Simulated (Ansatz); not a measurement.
Ga6Sb6H18, a cluster cut from wurtzite GaSb (hydrogen-capped). The state is a triplet with charge 0. Geometry PBE-D4/def2-SVP, that of the neutral singlet; atoms count from 1.

Cartesian coordinates in Å:
```
Sb -1.581 -1.026 -2.446
Ga -1.056 -2.726 -0.406
Ga 2.647 -1.212 -2.056
Sb 1.507 -2.349 0.117
Sb -2.347 -1.319 1.513
Ga 1.726 -1.565 2.695
Ga -0.681 1.527 -2.431
Sb 1.831 1.332 -1.635
Sb -2.027 2.319 -0.220
Ga -1.576 1.184 2.196
Ga 2.111 2.803 0.616
Sb 1.057 1.035 2.369
H -1.121 -1.768 -3.918
H -3.276 -1.020 -2.748
H -1.739 -4.128 -0.641
H 1.826 -1.735 -3.309
H 4.215 -1.281 -1.914
H 2.012 -3.993 0.093
H -4.032 -1.306 1.158
H -2.452 -2.275 2.929
H 0.513 -2.238 3.465
H 3.236 -1.658 3.139
H -1.171 2.313 -3.709
H 2.562 2.261 -2.884
H -3.716 2.279 -0.549
H -1.895 4.019 -0.068
H -2.526 1.794 3.299
H 3.645 2.988 0.926
H 1.060 3.987 0.501
H 1.248 1.756 3.919
```

In the def2 sets Sb takes a core potential; there is no spin–orbit coupling. Single mean-field runs in def2-TZVP are fitted with def2-universal-jkfit. At PBE0-D4/def2-TZVP a singlet of charge 0 lies 3.99 eV below the triplet at the same geometry.

Q: Estimate the Mulliken populations of the heavy atoms from the PBE0/def2-TZVP orbitals of Ansatz.

A: 
```
atom  charge (e)  spin (α − β)
 Sb1       -0.05          0.30
 Ga2        0.15          0.04
 Ga3        0.07          0.06
 Sb4       -0.11          0.13
 Sb5       -0.05          0.30
 Ga6        0.07          0.06
 Ga7        0.15          0.04
 Sb8       -0.11          0.14
 Sb9       -0.05          0.31
Ga10        0.15          0.04
Ga11        0.07          0.06
Sb12       -0.11          0.14
```
Mulliken values depend strongly on the basis.

Q: Where does the spin sit?

A: Summed by element: Sb 1.32, Ga 0.30, H 0.38, of 2 unpaired in all. Largest on single atoms: Sb9 0.31, Sb5 0.30, Sb1 0.30.

Q: And the Mayer bond orders between heavy atoms (over 0.3)?

A: Sb1–Ga2 0.67 (2.71 Å); Sb1–Ga7 0.67 (2.71 Å); Ga2–Sb4 0.84 (2.64 Å); Ga2–Sb5 0.67 (2.71 Å); Ga3–Sb4 0.63 (2.70 Å); Ga3–Sb8 0.63 (2.70 Å); Sb4–Ga6 0.63 (2.70 Å); Sb5–Ga10 0.67 (2.71 Å); Ga6–Sb12 0.63 (2.70 Å); Ga7–Sb8 0.84 (2.64 Å); Ga7–Sb9 0.67 (2.71 Å); Sb8–Ga11 0.63 (2.70 Å); Sb9–Ga10 0.67 (2.71 Å); Ga10–Sb12 0.84 (2.64 Å); Ga11–Sb12 0.63 (2.70 Å).
